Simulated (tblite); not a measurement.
C6H9FO.
Z-matrix (Å and degrees, GFN2-xTB geometry), rows numbered from 1:
```
O 
C   1  1.1792
F   2  1.3708  1  118.67
C   2  1.4931  1  131.08  3  -178.46
C   4  1.5491  2  108.71  1   105.98
C   5  1.5249  4  103.86  2   -98.03
C   6  1.5252  5  102.78  4   -39.39
C   7  1.5318  6  103.64  5    41.84
H   4  1.0926  2  107.34  1  -134.78
H   5  1.0903  4  109.35  2   144.61
H   5  1.0892  4  112.31  2    24.45
H   6  1.0909  5  110.14  4    77.82
H   6  1.0885  5  112.18  4  -160.89
H   7  1.0879  6  112.72  5   163.26
H   7  1.0912  6  109.67  5   -75.97
H   8  1.0884  4  111.70  2  -115.99
H   8  1.0907  4  108.96  2     3.43
```

Calculated harmonic vibrations of the isolated species, GFN2-xTB (tblite), most abundant isotopes, no scaling. This tight-binding method is rough: wavenumbers can miss measured ones by several per cent, in bad cases by 10 to 20. One conformer, not necessarily the lowest.

Harmonic wavenumbers (cm⁻¹): 40.8, 48.4, 182.3, 257.0, 280.1, 399.5, 553.2, 585.2, 614.2, 703.5, 803.0, 845.1, 879.7, 949.7, 955.3, 978.7, 987.2, 1025.5, 1065.7, 1095.0, 1120.6, 1144.4, 1161.7, 1187.1, 1223.4, 1234.3, 1283.0, 1297.2, 1317.7, 1322.8, 1330.7, 1478.8, 1480.9, 1486.4, 1501.1, 1871.1, 2962.4, 2981.4, 2988.9, 2998.1, 3004.9, 3012.4, 3019.2, 3020.5, 3027.1.

A = 3852, B = 1506, C = 1321 MHz; mass 116.064 u (most abundant isotopes); point group C1, symmetry number 1.

Zero-point energy?

Half the sum of the wavenumbers: 30853 cm⁻¹ = 369.08 kJ/mol.

Entropy at 350 K, 1 bar (ideal gas, RRHO, classical rotation)?

Translation 171.48, rotation 119.70, vibration 99.57: S = 390.7 J/(mol K).

And Cp and H(350 K) − H(0)?

Cp = 144.02 J/(mol K), of which vibrations give 110.77 (their classical limit is 45 R = 374.2); H(350 K) − H(0) = 29.39 kJ/mol without the zero-point energy, 17.75 from vibrations.

How do the functions run with temperature in this model?

```json
{"T (K)": "50", "S (J/(mol K))": "240.4", "Cp (J/(mol K))": "49.5", "H − H(0) (kJ/mol)": "2.09", "G − H(0) (kJ/mol)": "-9.94", "ln q(vib)": "0.66"}
{"T (K)": "100", "S (J/(mol K))": "278.2", "Cp (J/(mol K))": "61.0", "H − H(0) (kJ/mol)": "4.84", "G − H(0) (kJ/mol)": "-22.98", "ln q(vib)": "1.62"}
{"T (K)": "298.15", "S (J/(mol K))": "369.4", "Cp (J/(mol K))": "123.2", "H − H(0) (kJ/mol)": "22.46", "G − H(0) (kJ/mol)": "-87.67", "ln q(vib)": "4.99"}
{"T (K)": "373.15", "S (J/(mol K))": "400.3", "Cp (J/(mol K))": "153.2", "H − H(0) (kJ/mol)": "32.83", "G − H(0) (kJ/mol)": "-116.53", "ln q(vib)": "6.28"}
{"T (K)": "500", "S (J/(mol K))": "451.6", "Cp (J/(mol K))": "198.6", "H − H(0) (kJ/mol)": "55.24", "G − H(0) (kJ/mol)": "-170.58", "ln q(vib)": "8.59"}
{"T (K)": "750", "S (J/(mol K))": "545.2", "Cp (J/(mol K))": "262.0", "H − H(0) (kJ/mol)": "113.45", "G − H(0) (kJ/mol)": "-295.43", "ln q(vib)": "13.31"}
{"T (K)": "1000", "S (J/(mol K))": "626.5", "Cp (J/(mol K))": "302.4", "H − H(0) (kJ/mol)": "184.34", "G − H(0) (kJ/mol)": "-442.14", "ln q(vib)": "17.96"}
```

q(vib) and H(0) count from the zero-point level.

Blend soft modes into free rotors: weight 1/[1 + (100 cm⁻¹/ν̃)⁴] for the oscillator and the rest for a rotor with moment μB/(μ + B), μ = h/(8π²ν), B = 10⁻⁴⁴ kg m². What vibrational entropy results?

87.09 J/(mol K) in place of 99.57, which changes −T·S at 350 K by +4.37 kJ/mol.

Which modes carry the vibrational entropy at 350 K?

40.8 cm⁻¹: 23.17; 48.4 cm⁻¹: 21.75; 182.3 cm⁻¹: 10.90; 257.0 cm⁻¹: 8.23; 280.1 cm⁻¹: 7.59; 399.5 cm⁻¹: 5.07 J/(mol K); the other 39 give 22.86 together.

Hindered rotation and anharmonicity are outside this model. Other conformers, if any are populated, would add a mixing term that is left out. The structure is chiral; the term R ln 2 for an equal mix with its mirror image is left out.
